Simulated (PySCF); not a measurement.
## Trend along the alkali metals: MC molecules

r²SCAN with double-zeta basis sets in PySCF, for the lowest determinant that a PBE0 search found; no spin–orbit coupling. De refers to high-spin ground-configuration atoms. A positive dipole means M(−)C(+).

```json
{"M": "Li", "basis": "jorge-DZP-DKH", "state (unpaired electrons)": "quartet (σ ↑, π ↑↑)", "Re (Å)": "1.934", "ωe (cm⁻¹)": "656", "De (eV)": "2.71", "μ (D)": "-6.25"}
{"M": "Na", "basis": "cc-pVDZ", "state (unpaired electrons)": "quartet (σ ↑, π ↑↑)", "Re (Å)": "2.246", "ωe (cm⁻¹)": "430", "De (eV)": "2.14", "μ (D)": "-7.27"}
{"M": "K", "basis": "def2-SVP", "state (unpaired electrons)": "quartet (σ ↑, π ↑↑)", "Re (Å)": "2.568", "ωe (cm⁻¹)": "366", "De (eV)": "2.25", "μ (D)": "-8.87"}
{"M": "Rb", "basis": "def2-SVPD", "state (unpaired electrons)": "quartet (σ ↑, π ↑↑)", "Re (Å)": "2.719", "ωe (cm⁻¹)": "321", "De (eV)": "2.24", "μ (D)": "-9.41"}
{"M": "Cs", "basis": "def2-SVPD", "state (unpaired electrons)": "quartet (σ ↑, π ↑↑)", "Re (Å)": "2.842", "ωe (cm⁻¹)": "305", "De (eV)": "2.38", "μ (D)": "-9.17"}
```

The shortest bond is that of LiC (1.934 Å), the longest that of CsC (2.842 Å).

The rows differ in basis set, which adds steps of its own.

Down a group the atoms grow and get heavier, so bonds lengthen and wavenumbers fall; this series shows no clear exception.

Spin–orbit coupling is left out, which matters for elements this heavy, above all for dissociation energies. States were picked by a PBE0 search and need not be the measured ground states.
